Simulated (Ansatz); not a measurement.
Computed with Ansatz on PBE0-D4/def2-TZVP structures; ΔE is electronic, products minus reactants. CCSD(T)/CBS adds triple-zeta CCSD(T) − MP2 to the extrapolated MP2 energy (def2 sets, frozen cores). This one scheme is used for every species. Elements past krypton have def2 core potentials. For W outer-core shells are correlated without core-valence functions, which leaves a few kJ/mol of doubt a bond. One conformer a species, not always the lowest.

Consider the ligand exchange at a W–O bond: `[NH]=[W](=[NH])([OH])[F]` + NH₃ → `[NH]=[W](=[NH])([NH2])[F]` + H₂O.

```csv
species,CCSD(T)/CBS(def2) energy (Eh)
`[NH]=[W](=[NH])([OH])[F]`,-353.26777
NH₃,-56.50880
`[NH]=[W](=[NH])([NH2])[F]`,-333.39138
H₂O,-76.37941
```

(1) Work out ΔE.

Largest T1 diagnostic among the species: 0.020, so the coupled-cluster value is less sure than usual.

## Answers

(1) ΔE = (-333.39138) + (-76.37941) − (-353.26777) − (-56.50880) = 0.00578 Eh = +0.16 eV.

From r2SCAN to r2SCAN0 (25 % exact exchange), in def2-TZVPP and without D4, ΔE moves by −0.04 eV. In def2-TZVPP, CCSD(T) changes the Hartree–Fock value by −0.08 eV (the triples alone add −0.00 eV) and MP2 by −0.10 eV.
